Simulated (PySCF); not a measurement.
Molecule: B(H)2(Br), SMILES BBr (H2BBr). Atoms near the plane z = 0.0 Å, at the PBE0/def2-SVP optimised geometry (x, y, z in Å): B1 (-0.2, 0.3, 0.0), H2 (1.0, 0.3, 0.0), H3 (-0.8, 1.3, 0.0), Br4 (-1.0, -1.3, 0.0).

Level of theory: PBE0/def2-TZVP (PySCF). Cells within 0.4 Å of a nucleus heavier than hydrogen are left out (blank, or x). The values are rescaled to run from 0 to 1.

```
|00000000000000000000000000000|
|00000000000000000000000000000|
|00000000011110000000000000000|
|00000001468874100000000000000|
|00000016999998510000000000000|
|00000169999999720000000000000|
|00000389999999831000000000000|
|00000599999999841112331000000|
|00000499999999843357886100000|
|00000179999999855799999610000|
|00000037999999657999999830000|
|00000003799971049999999950000|
|000000002577xxx19999999970000|
|000000001344xxx19999999971000|
|0001122234661xx49999999960000|
|00134556667886458999999830000|
|01356777766788644689998510000|
|02467888411267631124554100000|
|025788861xx416641000000000000|
|025788843xxx15752000000000000|
|025788842xxx16874100000000000|
|01467886135238875200000000000|
|01246777632488886310000000000|
|00134667777888876310000000000|
|00012456678888875310000000000|
|00001234567777754200000000000|
|00000012345565532000000000000|
|00000000122333210000000000000|
|00000000001111000000000000000|
```
Scale: ten equal steps from 0.000 (start of '0') to 1.00 (end of '9'), in the order '0123456789'; x runs from -3.50 to 3.50, y from -3.50 (bottom) to 3.50 (top).

Which quantity is mapped?
A) Laplacian of the electron density
B) electron localisation function
C) log10 of the electron density
D) deformation density (molecule minus spherical neutral atoms)

B, electron localisation function
